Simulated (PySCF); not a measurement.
Simulation results for CH5BOSi, CH5BSi2

Calculation on a computer-drawn molecule: the log of a Hartree-Fock and frozen-core CCSD(T) single point meant for a local Hartree-Fock minimum, with one planted fault or none, to be diagnosed. Offsets are logged minus clean, where the clean run is the same molecule without the fault. The reference is restricted for singlets and unrestricted otherwise, and also for a bond in bohr or an excited solution. Adding or removing an electron swaps singlet and doublet. The excited solution moves the top pair (singlet) or top alpha electron (doublet) to the lowest empty orbital. Highest occupied and lowest empty are orbital energies over both spins, largest force is the largest gradient component, triples share is (T) over the correlation energy, the T1 limit is 0.02 restricted and 0.045 unrestricted, electrons count all cores, a negative frequency is imaginary (commonest isotopes), and the dipole is about the centre of nuclear charge. Program: PySCF 2.14.0.

Common to all runs: meant charge 0; meant multiplicity 1; meant basis cc-pV(D+d)Z; logged SCF converged yes; logged CC converged yes; logged SCF stable within its kind yes; possible faults no fault, one electron removed, one electron added, multiplicity raised by two, geometry at a saddle point, SCF held on an excited solution, minimal basis STO-3G, one bond length entered in bohr, all coordinates scaled.

(1) CH5BOSi

Logged structure:
```xyz
9
CH5BOSi
B      0.1545     2.4305     1.2911
Si    -0.2091     0.4063     1.3997
O      0.6786     0.0691     0.0360
C      0.8848    -1.2006    -0.5284
H      1.1018     2.9359     1.8367
H     -0.5737     3.1751     0.6862
H      0.5034    -1.2082    -1.5502
H      0.3799    -1.9842     0.0442
H      1.9538    -1.4152    -0.5547
```

| Quantity | Value |
| --- | --- |
| logged electrons | 38 |
| logged basis functions | 90 |
| logged spin squared | 2.0416 |
| logged highest occupied | -6.4997 eV |
| logged lowest empty | 0.019949 eV |
| logged largest force | 0.031186 hartree/bohr |
| logged T1 diagnostic | 0.023416 |
| logged D1 diagnostic | 0.077734 |
| logged triples share | 0.030356 |
| logged dipole magnitude | 5.443 debye |
| logged energy HF | -429.14105 hartree |
| logged energy CCSD(T) | -429.6917 hartree |
| planted fault | multiplicity raised by two |
| HF energy offset from clean run | 43.17 kcal/mol |
| CCSD(T) energy offset from clean run | 45.6 kcal/mol |

Drawn bonds:
```
atom  other atom  order
   1           2      1
   2           3      1
   3           4      1
   1           5      1
   1           6      1
   4           7      1
   4           8      1
   4           9      1
```

(2) CH5BSi2

Logged structure:
```xyz
9
CH5BSi2
B     -2.5269    -1.9080    -1.4235
Si    -2.7148     0.0900    -1.1051
Si    -0.2971     0.0032    -0.8334
C      0.4922    -1.1534     0.2090
H     -2.4549    -2.3223    -2.5795
H     -2.5001    -2.7319    -0.5136
H      0.5514     1.0297    -1.5471
H      1.5779    -1.1156     0.4344
H     -0.0704    -1.9411     0.7480
```

| Quantity | Value |
| --- | --- |
| logged electrons | 44 |
| logged basis functions | 99 |
| logged spin squared | 0 |
| logged highest occupied | -8.1665 eV |
| logged lowest empty | -0.06055 eV |
| logged largest force | 0.016228 hartree/bohr |
| logged T1 diagnostic | 0.020483 |
| logged D1 diagnostic | 0.060962 |
| logged triples share | 0.041364 |
| logged dipole magnitude | 0.65532 debye |
| logged energy HF | -643.19627 hartree |
| logged energy CCSD(T) | -643.68029 hartree |
| planted fault | all coordinates scaled, by +2.2 % |
| HF energy offset from clean run | 2.256 kcal/mol |
| CCSD(T) energy offset from clean run | 0.449 kcal/mol |

Drawn bonds:
```
atom  other atom  order
   1           2      1
   2           3      1
   3           4      2
   1           5      1
   1           6      1
   3           7      1
   4           8      1
   4           9      1
```

Notes: T1 above single-reference limit.
